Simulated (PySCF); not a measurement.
**Two-component Hartree-Fock for Hg⁷²⁺ (mercury, charge +72)**

Start: [He] 2s2 2p4; 2p1/2 filled at m_j = -1/2, +1/2; 2p3/2 filled at m_j = +1/2, +3/2. Calculated with PySCF 2.14 in an even-tempered Gaussian basis (16 s from 60 bohr⁻², ratio 2.4; 13 p from 79 bohr⁻², ratio 2.4; 5 d from 260 bohr⁻², ratio 2.6; 4 f from 400 bohr⁻², ratio 2.6): generalised Hartree-Fock with the X2C-1e Hamiltonian and a Gaussian nucleus; one run each with spin-orbit coupling (SO) switched off, then screened by Boettger's factors.

| spinor shell | electrons | ε, spin-free (eV) | ε, screened SO (eV) | weight of nominal j (screened SO) | rms radius, screened SO (bohr) |
| --- | --- | --- | --- | --- | --- |
| 1s1/2 | 2 | -91215.9 | -91154.1 | 1.000 | 0.0187 |
| 2s1/2 | 2 | -21817.8 | -21799.5 | 1.000 | 0.0737 |
| 2p1/2 | 2 | -19918.3 | -21372.5 | 1.000 | 0.0620 |
| 2p3/2 | 2 | -19918.3 | -19332.6 | 1.000 | 0.0695 |

```
   quantity     spin-free   screened SO
E (hartree)  -11730.88505  -11797.43646
        M_J             2             2
       ⟨J²⟩         6.000         6.000
       ⟨L²⟩         2.000         3.319
       ⟨S²⟩         2.000         1.377
```

Each row is a mean over spinors that exchange with the open shell spreads, by up to 97.024 eV (2s1/2).

Breit and QED terms are absent; they matter most for the inner s and p1/2 levels.

Densities and radii are taken from the X2C orbitals without a picture-change correction, which distorts them close to the nucleus.

Without spin-orbit coupling the j labels of p, d and f shells carry no meaning; the spin-free column gives the mean over the occupied spinors of each nl shell.
